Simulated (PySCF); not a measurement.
Isomers of C3H5N. Gas-phase values, no solvent. One relaxed conformer stands for each flexible species; it need not be the lowest. Strings in code marks are SMILES.

The numbers are results of B3LYP-D3(BJ)/def2-TZVP (PySCF 2.14.0), not measurements. All candidates: neutral, multiplicity 1. B3LYP has the VWN-RPA correlation part, as in Gaussian. 

```yaml
dipole_moment: 1.87 D
HOMO: -6.01 eV
HOMO–LUMO gap: 6.52 eV
```

Identify which member has these values.
A) `C1=CNC1`
B) `N=C1CC1`
C) `NC1=CC1`
D) `C#CNC`

D, `C#CNC`. The others give `C1=CNC1`: 1.07 D, -5.99 eV, 6.38 eV; `N=C1CC1`: 2.32 D, -6.88 eV, 6.33 eV; `NC1=CC1`: 2.04 D, -5.67 eV, 6.30 eV
